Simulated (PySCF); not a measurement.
An unknown shows these calculated signals:

¹H NMR (600 MHz, computed): δ 4.86 (s, 6H), 2.12 (s, 3H), 1.90 (s, 1H).

¹³C{¹H} NMR (computed): δ 111.0 (C), 100.8 (CH), 87.6 (C), 83.9 (C), 5.6 (CH3).

Method: GFN2-xTB structure, GIAO PBE0/pcSseg-1 shieldings, in PySCF (no relativistic terms, a single conformation, averaged over atoms made equivalent by symmetry, fast rotation or ring inversion, isolated molecule).

Scale: ¹H, ¹³C vs TMS (reference shieldings calculated alike).

Q: Which of these does the molecule contain: a carboxylic acid, a C≡C triple bond, a Si–H bond, an aldehyde, an OH group?

A: 
- A carboxylic acid: no.
- A C≡C triple bond: yes (δC 100.8, 87.6; δH 1.90 (s)).
- A Si–H bond: yes (δH 4.86 (s)).
- An aldehyde: no.
- An OH group: no.

The data belong to SMILES [SiH3]N([Si@](C#C)(F)C#CC)[SiH3], C5H10FNSi3; they needn't prove each group on their own.

Carbon signals by region: 2 in the sp2 and nitrile region (100–160 ppm), 2 at 50–100 ppm, 1 below 50 ppm.

Splittings by ¹⁹F in the carbon and heteronuclear signals aren't shown, as no couplings were computed. Shifts are as computed. Against solution values, carbons near 30 ppm lie about +3 ppm off and those near 130 ppm about +5 ppm. Of 1309 compounds with measured shifts, 239 miss one by over three times the rms of a fit or turn the order of signals round; such compounds aren't used in these exercises. No couplings were computed; multiplicities are counted from neighbouring protons, with m where these are inequivalent, close in shift, in a saturated or five-membered ring or joined by F or P, and br s for small geminal =CH2 splittings.
